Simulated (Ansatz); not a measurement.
A nudged elastic band was laid between two geometries of C2H7FOSi (12 atoms, charge 0, multiplicity 1).

Level of theory: Ansatz, RKS PBE-D4/def2-SVP.

```yaml
movable_images: 5
climbing_image: yes
spring: 5.0 eV/Å²
optimiser: quadratic models (default)
start_path: through a guess of the saddle point
force_threshold: 0.05 eV/Å
iteration_limit: 60
end_points: relaxed
```

Image 0:

```xyz
12
Properties=species:S:1:pos:R:3
C -1.148 -0.543 1.276
O -0.199 0.494 1.179
C 0.882 0.197 0.308
Si 0.520 0.451 -1.544
F 0.300 2.052 -1.837
H -1.626 -0.786 0.296
H -0.697 -1.485 1.677
H -1.939 -0.207 1.974
H 1.281 -0.839 0.474
H 1.715 0.886 0.573
H -0.722 -0.260 -2.003
H 1.710 -0.015 -2.338
```

Image 6:

```xyz
12
Properties=species:S:1:pos:R:3
C -1.053 -0.677 1.536
O -0.295 0.301 0.768
C 0.708 -0.263 -0.210
Si 0.688 0.520 -1.828
F 1.296 2.064 -2.018
H -1.537 -1.318 0.781
H -0.364 -1.280 2.160
H -1.791 -0.125 2.154
H 1.586 -0.602 0.368
H 0.053 1.009 1.359
H -0.737 0.664 -2.303
H 1.523 -0.347 -2.732
```

(1) Which bonds break or form, and what moves?

(2) What energy profile does the band end with?

(3) What is the geometry of the highest image?

Results:

(1) Bonds broken: C3–H10. Bonds formed: O2–H10.

(2) The run converged. The highest image is number 4 of 0 to 6, 3.31 eV above the first end and 0.24 eV above the last; the last end lies 3.07 eV above the first. Beside the main top the profile has a ripple of under 15 meV (maxima at images 1, 4), which may be a very shallow well or noise. Neighbouring images differ by up to 2.8 eV, so the band resolves the path poorly. A vibrational analysis at the climbing image gives one clearly imaginary mode, 770i cm⁻¹: a first-order saddle point. The orbitals stay closed-shell, which can raise the energy where a bond breaks towards radicals; this wasn't checked here.

```json
{"image": "0", "path coordinate (Å)": "0.00", "energy (eV)": "0.00", "C3–H10 (Å)": "1.11", "O2–H10 (Å)": "2.05"}
{"image": "1", "path coordinate (Å)": "0.99", "energy (eV)": "0.04", "C3–H10 (Å)": "1.11", "O2–H10 (Å)": "2.07"}
{"image": "2", "path coordinate (Å)": "1.99", "energy (eV)": "0.03", "C3–H10 (Å)": "1.12", "O2–H10 (Å)": "2.11"}
{"image": "3", "path coordinate (Å)": "2.97", "energy (eV)": "0.47", "C3–H10 (Å)": "1.11", "O2–H10 (Å)": "1.87"}
{"image": "4", "path coordinate (Å)": "3.96", "energy (eV)": "3.31", "C3–H10 (Å)": "1.64", "O2–H10 (Å)": "1.02"}
{"image": "5", "path coordinate (Å)": "4.64", "energy (eV)": "3.15", "C3–H10 (Å)": "2.04", "O2–H10 (Å)": "0.98"}
{"image": "6", "path coordinate (Å)": "5.32", "energy (eV)": "3.07", "C3–H10 (Å)": "2.12", "O2–H10 (Å)": "0.98"}
```

(3) 
```xyz
12
Properties=species:S:1:pos:R:3:forces:R:3
C -1.043 -0.589 1.554 0.00 0.00 0.00
O -0.421 0.465 0.799 0.01 0.00 -0.01
C 0.941 -0.005 -0.073 0.00 0.00 0.00
Si 0.712 0.542 -1.810 0.00 0.01 0.00
F 0.939 2.169 -1.949 0.00 -0.01 0.00
H -1.534 -1.264 0.827 0.00 0.00 0.00
H -0.287 -1.153 2.139 0.00 0.00 0.00
H -1.798 -0.137 2.227 0.00 0.00 0.00
H 1.015 -1.094 0.120 0.00 0.00 0.00
H 0.422 0.847 1.233 0.00 0.00 0.00
H -0.652 0.324 -2.427 0.00 0.00 0.00
H 1.783 -0.159 -2.606 0.00 0.00 0.00
```

The run took 78 s on 2 threads of Intel(R) Xeon(R) Platinum 8488C (Sapphire Rapids), with other jobs on the host, peak memory 0.16 GiB.
